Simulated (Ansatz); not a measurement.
```yaml
crystal:
  periodic: [false, false, false]
  atoms:
    - {symbol: Xx, position_ang: [0.071986, -1.321343, 0.711965]}
    - {symbol: Ta, position_ang: [0.002625, 0.288154, -0.230807]}
    - {symbol: F, position_ang: [1.766149, 0.076908, -0.774493]}
    - {symbol: F, position_ang: [-1.454207, -0.317451, -1.211155]}
    - {symbol: F, position_ang: [-0.039531, 1.829462, -1.311827]}
    - {symbol: Cl, position_ang: [-0.405042, 1.550384, 1.635213]}
    - {symbol: H, position_ang: [0.119421, -2.174215, 1.135303]}
basis:
  gaussian: {orbitals: def2-mTZVP, point_charges: [{charge: 2.00, position_ang: [5.701, -0.213, -0.557]}]}
magnetization: {spin_polarized: true, initial_magnetization: 2}
hamiltonian: {xc: {name: PBE0-DH}}
```

```sh
$ ansatz run in.yaml --threads 4 --pin off --events-out ev --progress --plain --max-ram 10444MiB
```

It prints (some lines left out):

```
Error: YAML parse error: error: line 4 column 16: `Xx` is not an element symbol (H … Og, case-exact)
 --> <input>:4:16
2 |   periodic: [false, false, false]
3 |   atoms:
4 |     - {symbol: Xx, position_ang: [0.071986, -1.321343, 0.711965]}
5 |     - {symbol: Ta, position_ang: [0.002625, 0.288154, -0.230807]}
6 |     - {symbol: F, position_ang: [1.766149, 0.076908, -0.774493]}
```

Problem. Something in this input is off. What?

Solution. An element symbol is wrong. The program refused the input.
